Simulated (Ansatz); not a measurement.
The Ga1–H2 bond of ClFGaH (SMILES [F][GaH][Cl]) is stretched (multiplicity 1, the rest rigid).
Geometry at rest (charge 0, multiplicity 1):
```xyz
4

Ga    -0.42036     0.09492    -0.34524
H     -1.61041    -0.41856    -1.18001
F     -0.00463     1.79964    -0.33177
Cl     0.86371    -1.10122     0.87461
```

Cores are frozen in the correlated methods. Filled d and f shells under p-block atoms count as core.

Programs: Ansatz (a first-principles code). Values without a source in brackets are computed.

Energies above the point at 1.542 Å (the B3LYP-D3(BJ) bond length), FIC-MRCISD+Q on CASSCF(2,2)/def2-TZVPP (kcal/mol): 6.42 at 1.388 Å; 2.83 at 1.696 Å; 82.54 at 4.933 Å.

Task: Take the last value as the depth D of a Morse curve D(1 − e^(−a(R − R₀)))², fit a and R₀ to the two near points, and test it at 2.081 and 2.698 Å.

Result: 
With D = 82.5, both near points (counted from the curve's value at 1.542 Å) are met by a = 1.47 Å⁻¹ and R₀ = 1.555 Å, so k = 2Da² = 357 kcal/(mol Å²). The curve then gives 23.9 and 54.6 kcal/mol; the level itself gives 25.2 and 60.6, so Morse is off by -1.3 and -6.0.
